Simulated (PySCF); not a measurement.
Spectroscopy problems

[PySCF 2.14.0 with density-fitted response routines: GFN2-xTB structure; GIAO PBE0/pcSseg-1 shieldings; rapidly exchanging positions averaged; no solvent; single conformer; non-relativistic]

References, each an isolated molecule treated in the same way: ¹H (31.72 ppm), ¹³C (186.93 ppm) vs TMS. Splittings of carbon signals by F and P are missing where no couplings were computed. Where no couplings were computed, multiplicities follow the n + 1 count of equivalent neighbours, and m marks all less simple cases (inequivalent or close neighbours, rings, F or P nearby). Shifts are as computed. Against solution values, carbons near 30 ppm lie about +3 ppm off and those near 130 ppm about +5 ppm (rms about the fit 2.1 ppm; single classes can miss by 10 ppm). Of 1328 compounds with measured shifts, 309 miss one by over three times the rms of a fit or turn the order of signals round; such compounds aren't used in these exercises. Signals without a measured value on file couldn't be tested in this way; 1H shifts scatter by 0.2 ppm about their fit, and single ones miss by 0.5 ppm.

**Question.** C5H3FO2. ¹H NMR (600 MHz, computed): δ 8.08 (m, 1H), 7.73 (d, 1H), 6.61 (m, 1H). ¹³C{¹H} NMR (computed): δ 171.2, 166.1, 159.1, 148.8, 128.5. Give a structure.

**Answer.** `O=c1ccocc1F`. The formula gives 4 degrees of unsaturation (1 ring in the answer). 5 carbon signals for 5 carbons: no two carbons are equivalent. Carbon types of the structure: 2 × C, 3 × CH, which accounts for all hydrogens. δC 171.2: ring carbonyl carbon. δC 166.1: unsaturated ring carbon. δC 159.1, 148.8, 128.5: unsaturated ring CH. δH 8.08, 7.73, 6.61: hydrogen on a unsaturated ring CH.

This is the structure that produced the data.

**Question.** C6H12. ¹H NMR (500 MHz, computed): δ 5.74 (m, 2H), 2.06 (m, 4H), 1.02 (t, 6H). ¹³C{¹H} NMR (computed): δ 140.1 (CH), 32.3 (CH2), 17.7 (CH3). What is it?

**Answer.** `CC/C=C/CC`. Rings plus π bonds: 1 (no ring in the answer). 3 carbon signals for 6 carbons: some carbons are equivalent by symmetry or fast rotation. Carbon types of the structure: 2 × CH, 2 × CH2, 2 × CH3, which accounts for all hydrogens. δC 140.1: alkene CH; as expected for a trigonal carbon in a double bond. δC 17.7: methyl carbon; aliphatic region, no heteroatom directly attached. δH 5.74: hydrogen on an alkene CH; a vinylic proton, deshielded by the sp2 carbon and the C=C anisotropy. δH 2.06: hydrogen on an allylic sp3 CH2; allylic position.

The data come from this structure; uniqueness wasn't tested.
